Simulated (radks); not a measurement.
Problem. Coherent X-ray form factor from a spherical all-electron density. Method: Dirac Kohn-Sham, PBEsol, spin-unpolarised, spherical densities, point nucleus; computed with a radial shooting solver on a logarithmic mesh with Libxc functionals.

sin(theta)/lambda (1/angstrom)  f0 (electrons)
0.05                                    69.274
0.1                                     67.267
0.15                                    64.374
0.2                                     61.008
0.25                                    57.483
0.3                                     54.000
0.4                                     47.577
0.5                                     42.079
0.6                                     37.424
0.8                                     30.001
1                                       24.516
1.25                                    19.884
1.5                                     17.007
2                                       13.474

The species is in the configuration that NIST lists as its ground one. Which atom or ion scatters so?

Solution. The hafnium ion Hf2+, [Xe] 4f14 5d2. Extrapolating in s^2 from the first two rows gives f0(0) = 69.9, near the electron count 70; among species with that count, the fall with angle is slower the higher Z, and the table is that of Z = 72; from so few rows the species is fixed only to a neighbour or two.
